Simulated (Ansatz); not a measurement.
Consider the redistribution: `[SeH][SiH]1BC1` + `O=CC(O)[SiH3]` → `O=CC([SiH3])[SeH]` + `O[SiH]1BC1`.

Calculated with Ansatz (gas phase, PBE0-D4/def2-TZVP geometries, no zero-point term in ΔE). CCSD(T)/CBS adds triple-zeta CCSD(T) − MP2 to the extrapolated MP2 energy (def2 sets, frozen cores). DFT in def2-TZVPP. For Se outer-core shells are correlated without core-valence functions, which leaves a few kJ/mol of doubt a bond. Scalar relativity is left out up to krypton. One conformer a species, not always the lowest.

`[SeH][SiH]1BC1`:

```xyz
9

Se   -0.394   -1.341    2.221
Si   -0.578   -0.485    0.129
B    -0.613    1.358   -0.271
C     0.646    0.881   -0.878
H     0.018   -2.663    1.731
H    -0.541   -1.603   -0.838
H    -0.864    2.367    0.299
H     0.745    0.049   -1.580
H     1.580    1.438   -0.813
```

`O=CC(O)[SiH3]`:

Cartesian coordinates in Å:
```
O -0.104 2.253 -0.592
C -0.334 1.399 0.229
C -0.607 -0.004 -0.168
O -0.695 -0.142 -1.558
Si 0.777 -1.167 0.473
H -0.340 1.620 1.313
H -1.541 -0.316 0.328
H -0.501 0.741 -1.914
H 0.434 -2.544 0.048
H 2.068 -0.739 -0.118
H 0.846 -1.102 1.958
```

`O=CC([SiH3])[SeH]`:

Cartesian coordinates in Å:
```
O -1.530 1.054 1.328
C -1.235 0.749 0.204
C -0.437 -0.440 -0.200
Si 1.329 0.099 -0.660
Se -0.274 -1.802 1.195
H -1.526 1.394 -0.651
H -0.894 -0.882 -1.091
H 2.068 -1.106 -1.104
H 1.959 0.709 0.533
H 1.288 1.087 -1.775
H -0.748 -0.862 2.221
```

`O[SiH]1BC1`:

Cartesian coordinates in Å:
```
O -0.356 1.505 -1.233
Si -0.295 0.782 0.241
B 1.113 -0.291 0.885
C 0.388 -1.132 -0.093
H -1.227 1.701 -1.581
H -1.590 1.053 0.928
H 1.601 -0.579 1.928
H 0.167 -0.843 -1.127
H 0.199 -2.196 0.051
```

```json
{"species": "`[SeH][SiH]1BC1`", "PBE energy (Eh)": "-2756.39498"}
{"species": "`O=CC(O)[SiH3]`", "PBE energy (Eh)": "-519.42897"}
{"species": "`O=CC([SiH3])[SeH]`", "PBE energy (Eh)": "-2845.44562"}
{"species": "`O[SiH]1BC1`", "PBE energy (Eh)": "-430.39132"}
```

Work out ΔE.

ΔE = (-2845.44562) + (-430.39132) − (-2756.39498) − (-519.42897) = -0.01299 Eh = -8.2 kcal/mol. CCSD(T)/CBS gives -13.4 kcal/mol.

Largest T1 diagnostic among the species: 0.015.

From PBE to PBE0 (25 % exact exchange), in def2-TZVPP and without D4, ΔE moves by −0.9 kcal/mol. The D4 term adds −1.2 kcal/mol with B3LYP and −0.6 kcal/mol with PBE0; it sums over pairs of atoms, weighted by their polarisabilities, and B3LYP, whose exchange is more repulsive, gets the larger term.

B3LYP here is the variant with VWN-RPA as its local correlation; programs differ in this.
